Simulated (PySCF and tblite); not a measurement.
Results of a calculation; reference values are marked as such.
C₅H₆N₂S, numbered as in [CH3:1]/[CH:2]=[CH:3]/[c:4]1[cH:5][n:6][s:7][n:8]1.

Search: ETKDG, MMFF94s, GFN2-xTB, 60 starts; geometries at GFN2-xTB. Free energies are PBE0-D3(BJ)/def2-SVP (IEF-PCM, dichloromethane) single points with GFN2-xTB rigid-rotor and vibrational terms (modes under about 100 cm⁻¹ blended into free rotors). Symmetry numbers and mirror images are counted. Conformers within 3 kcal/mol (GFN2-xTB free energy) were kept, 10 at most. Run with PySCF (density fitting) and tblite.

An NOE distance is ⟨r⁻⁶⟩^(−1/6) over all pairs of like atoms and, for the average, over conformers.

Torsions listed: C2–C3–C4–N8.

```csv
conformer,shape,weight %
1,0°,53.7
2,180°,46.3
```

Q: Which H–H contacts under 3.5 Å would NOEs report (pairs on one atom left out) at 298.15 K?

A: 
```tsv
pair	in 1 (Å)	in 2 (Å)	average (Å)
H1 ··· H2	2.65	2.64	2.65
H2 ··· H5	4.77	2.37	2.69
H1 ··· H3	2.83	2.80	2.82
H3 ··· H5	2.68	4.01	2.93
H2 ··· H3	3.05	3.06	3.06
```

Longer pairs under the limit may be missing.


Conformer gaps in def2-SVP on xTB geometries can be 2 kcal/mol too large for S=O, P=O and other polar bonds.